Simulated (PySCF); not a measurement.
C4H5BO2.
Z-matrix (Å and degrees, PBE0-D3(BJ)/def2-SVP geometry), rows numbered from 1:
```
C 
C   1  1.3393
C   2  1.4433  1  124.30
C   3  1.3524  2  131.46  1   179.59
O   4  1.3632  3  110.04  2  -179.88
B   5  1.3765  4  105.53  3    -0.01
O   6  1.3717  5  109.92  4    -0.07
H   1  1.0927  2  120.97  3     0.07
H   1  1.0916  2  121.02  3  -179.96
H   2  1.0942  1  120.59  3   179.98
H   4  1.0873  3  131.26  2     0.02
H   6  1.1950  5  125.00  4   179.98
```

Jobs on this species (12 atoms, 50 electrons) with PySCF (density fitting). Hardware of each: one thread, Arm Neoverse V1 (aarch64), no GPU, on a shared host. Times come from a shared host and carry two figures at best. Peak memory is the resident size of the whole Python process, interpreter and libraries included.

| level and settings | work | basis functions | SCF cycles | wall time | peak memory |
| --- | --- | --- | --- | --- | --- |
| delta-SCF UKS PBE, pcX-2 on the ionised atom, pcseg-1 elsewhere, spin-free X2C | ΔSCF core ionisation, 7 holes | 154 | ? | ? | ? |
| delta-SCF UKS B3LYP, pcX-2 on the ionised atom, pcseg-1 elsewhere, spin-free X2C | ΔSCF core ionisation, 7 holes | 154 | ? | ? | ? |
| PBE0-D3(BJ)/def2-SVP, grid level 1 | geometry optimisation from a GFN2-xTB start shaken at random | 123 | 61 | 51 s | 0.50 GiB |
| delta-SCF UKS HF, pcX-2 on the ionised atom, pcseg-1 elsewhere, spin-free X2C | ΔSCF core ionisation, 7 holes | 154 | 157 | 53 s | 0.58 GiB |
| delta-SCF UKS PBE0, pcX-2 on the ionised atom, pcseg-1 elsewhere, spin-free X2C | ΔSCF core ionisation, 7 holes | 154 | 124 | 66 s | 0.58 GiB |

**Question.** Fill in the missing figures.

**Answer.** 
- delta-SCF UKS PBE, pcX-2 on the ionised atom, pcseg-1 elsewhere, spin-free X2C; ΔSCF core ionisation, 7 holes: 35 s, 0.58 GiB, 134 SCF cycles
- delta-SCF UKS B3LYP, pcX-2 on the ionised atom, pcseg-1 elsewhere, spin-free X2C; ΔSCF core ionisation, 7 holes: 69 s, 0.58 GiB, 122 SCF cycles

**Question.** What do all jobs in the table cost together?

**Answer.** About 4.6 min; the longest takes about 25 % of that, and about 2 times as long as the shortest.
